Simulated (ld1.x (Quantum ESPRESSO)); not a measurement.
**Configuration tests for Ne (Z = 10) (RRKJ)**

neon (Ne), norm-conserving RRKJ (Kleinman–Bylander form), made with ld1.x (Quantum ESPRESSO) 7.5 (LDA (PZ), scalar-relativistic). Core [He], reference 2s2 2p6. Waves: 2s (bound): rc 0.50 bohr; 2p (bound): rc 1.15 bohr. Local part: the p channel. Core correction: none. rho0 = 0.001.

Energies are relative to the spin-unpolarised reference configuration 2s2 2p6; without spin polarisation the order of configurations can differ from experiment. Spin-polarised rows fill each open shell by Hund’s rule, majority spin first. The frozen-core shift is the all-electron ΔE with the core orbitals held at their reference shape minus the fully relaxed ΔE.

```tsv
valence configuration	charge	ΔE all-electron (eV)	error AE − PS (meV)	frozen-core shift (meV)
2s2 2p5	+1	22.653	-15	+0.1
2s2 2p4	+2	66.055	-5.4	+0.6
2s2 2p3	+3	133.579	+221	+3.2
2s2 2p5.5	+0.5	8.962	-4.7	0.0
2s2 2p2	+4	228.267	+1047	+11
2s1 2p6	+1	45.561	-43	+0.7
2s2 2p4 (spin-polarised)	+2	63.803	+119	+2.8
```

Question: What are ΔE and the potential's error for 2s2 2p5 (spin-polarised)?

Answer: ΔE = 22.180 eV all-electron; the error (AE − PS) is +11 meV.

Levels in the configuration 2s2 2p5 (spin-polarised):

| level | all-electron (eV) | pseudo (eV) |
| --- | --- | --- |
| 2s up | -56.134 | -56.298 |
| 2p up | -33.301 | -33.368 |
| 2s down | -54.290 | -54.294 |
| 2p down | -31.406 | -31.369 |

A Bessel basis up to 400 Ry misses an occupied level by 0.03 Ry, so cutoffs and ghosts were not judged.
